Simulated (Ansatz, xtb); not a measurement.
**Isomers of C3H12N2Si in order of energy**

7 gas-phase structures of C3H12N2Si, from a drawn sample of its isomers (lower ones may exist). Each was relaxed with GFN2-xTB; where two conformers were screened, the lower at r2SCAN-D4/def2-SVP is listed:

A. `CCN[Si@H](C)N`, a singlet
B. `CC(C)[SiH](N)N`, a singlet
C. `CC[Si](C)(N)N`, a singlet
D. `CCC[SiH](N)N`, a singlet
E. `CN[SiH2]N(C)C`, a singlet
F. `CN[Si](C)(C)N`, a singlet
G. `CCN(C)[SiH2]N`, a singlet

Task: Estimate their order in r2SCAN-D4/def2-SVP energy at these geometries, lowest first.

Result: Calculated order at r2SCAN-D4/def2-SVP: C (0.000), F (0.258), B (0.486), D (0.510), A (0.615), G (1.312), E (1.728) eV. Less than 1 kcal/mol parts B and D, so the order within that pair means little.

Energies above the lowest of each column, in eV; the last columns are at B3LYP-D3(BJ)/def2-SVP geometries and were run for some of them only (a dash: not run or not comparable):

| structure | GFN2-xTB | HF/STO-3G | r2SCAN-D4/def2-SVP | B3LYP-D3(BJ)/def2-SVP | CCSD(T)/def2-SVP + ΔMP2/def2-TZVPP |
| --- | --- | --- | --- | --- | --- |
| C | 0.692 | 0.008 | 0.000 | 0.000 | 0.000 |
| F | 0.698 | 0.000 | 0.258 | 0.193 | 0.290 |
| B | 0.384 | 0.601 | 0.486 | 0.416 | 0.470 |
| D | 0.373 | 0.575 | 0.510 | 0.421 | 0.480 |
| A | 0.253 | 0.507 | 0.615 | 0.518 | 0.669 |
| G | 0.000 | 1.081 | 1.312 | – | – |
| E | 0.040 | 1.267 | 1.728 | – | – |

CCSD(T)/def2-SVP + ΔMP2/def2-TZVPP puts C lowest of those it was run on; GFN2-xTB picks G. Flexible structures stand in one conformer each, not always the lowest. Frequencies (GFN2-xTB) were run for A, B, C, D, F alone. The ΔMP2 step shifts differences by up to 0.174 eV, which makes them less sure. ΔMP2 is the change of the MP2 energy from the smaller to the larger basis.

Over these structures GFN2-xTB departs from r2SCAN-D4/def2-SVP by 0.658 eV on average once a common shift is removed. A GFN2-xTB relaxation took about 0.13 s and the r2SCAN-D4/def2-SVP energy about 1.9 s on a shared host (Ansatz 0.2.0, xtb 6.7.1).
